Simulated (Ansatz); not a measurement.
Isolated molecules relaxed with PBE0-D4/def2-TZVP in Ansatz; ΔE leaves out vibrations. CCSD(T)/CBS is the MP2 limit (def2-TZVPP, def2-QZVPP) plus CCSD(T) − MP2 in def2-TZVPP, frozen cores. This one scheme is used for every species. Functionals use def2-TZVPP. B3LYP here is the variant with VWN-RPA as its local correlation; programs differ in this. For Ge outer-core shells are correlated without core-valence functions, which leaves a few kJ/mol of doubt a bond. Scalar relativity is left out up to krypton. Each species was taken in one conformer, which may not be the lowest.

`C=C[SiH](F)OC` + `[OH][GeH3]` → `CO[SiH](F)[O][GeH3]` + `C=C`  (ligand exchange at the Si–C bond)

`C=C[SiH](F)OC`:

Z-matrix (Å, degrees):
```
Si
C 1 1.850
O 1 1.626 2 111.8
F 1 1.601 2 106.8 3 121.0
H 1 1.476 2 114.1 3 -120.4
C 2 1.331 1 122.5 3 23.9
H 2 1.089 1 119.2 3 -157.4
C 3 1.412 1 125.8 2 62.6
H 6 1.087 2 121.6 1 -1.1
H 6 1.086 2 122.4 1 178.8
H 8 1.093 3 110.6 1 77.7
H 8 1.091 3 108.2 1 -163.3
H 8 1.095 3 111.8 1 -43.6
```

`[OH][GeH3]`:

```xyz
6

O     0.043   -1.362   -0.158
Ge    0.067    0.420   -0.114
H    -0.354   -1.746    0.626
H     0.730    0.822   -1.434
H     0.886    0.904    1.098
H    -1.372    0.963   -0.017
```

`CO[SiH](F)[O][GeH3]`:

```xyz
13

C    -2.152   -0.480    0.728
O    -0.839   -0.426    0.213
Si   -0.307    0.629   -0.905
F    -0.669    2.104   -0.418
O     1.282    0.450   -1.041
Ge    2.540   -0.187    0.055
H    -2.423    0.459    1.219
H    -2.881   -0.689   -0.062
H    -2.196   -1.286    1.461
H    -0.967    0.454   -2.211
H     2.319    0.406    1.454
H     2.427   -1.716    0.065
H     3.865    0.281   -0.557
```

`C=C`:

```xyz
6

C    -0.004   -0.658    0.065
C     0.004    0.658   -0.065
H     0.745   -1.177    0.653
H    -0.761   -1.273   -0.410
H    -0.746    1.177   -0.652
H     0.761    1.273    0.410
```

```json
{"level": "PBE0-D4", "ΔE (kJ/mol)": "-125.3", "difference from CCSD(T)/CBS": "9.2"}
{"level": "B3LYP-D4", "ΔE (kJ/mol)": "-133.9", "difference from CCSD(T)/CBS": "0.6"}
{"level": "PBE", "ΔE (kJ/mol)": "-118.8", "difference from CCSD(T)/CBS": "15.7"}
{"level": "HF/def2-TZVPP", "ΔE (kJ/mol)": "-154.5", "difference from CCSD(T)/CBS": "-20.0"}
{"level": "MP2/def2-TZVPP", "ΔE (kJ/mol)": "-134.3", "difference from CCSD(T)/CBS": "0.2"}
{"level": "HF/def2-QZVPP", "ΔE (kJ/mol)": "-156.3", "difference from CCSD(T)/CBS": "-21.8"}
{"level": "MP2/def2-QZVPP", "ΔE (kJ/mol)": "-134.5", "difference from CCSD(T)/CBS": "0.0"}
{"level": "SCS-MP2/def2-QZVPP", "ΔE (kJ/mol)": "-137.4", "difference from CCSD(T)/CBS": "-2.9"}
{"level": "HF/CBS(def2)", "ΔE (kJ/mol)": "-156.5", "difference from CCSD(T)/CBS": "-22.0"}
{"level": "CCSD/CBS(def2)", "ΔE (kJ/mol)": "-137.6", "difference from CCSD(T)/CBS": "-3.1"}
{"level": "CCSD(T)/CBS", "ΔE (kJ/mol)": "-134.5", "difference from CCSD(T)/CBS": "0"}
```

Largest T1 diagnostic among the species: 0.012.

In def2-TZVPP, CCSD(T) changes the Hartree–Fock value by +19.3 kJ/mol (the triples alone add +3.1 kJ/mol) and MP2 by +20.2 kJ/mol. From PBE to PBE0 (25 % exact exchange), in def2-TZVPP and without D4, ΔE moves by −6.8 kJ/mol.
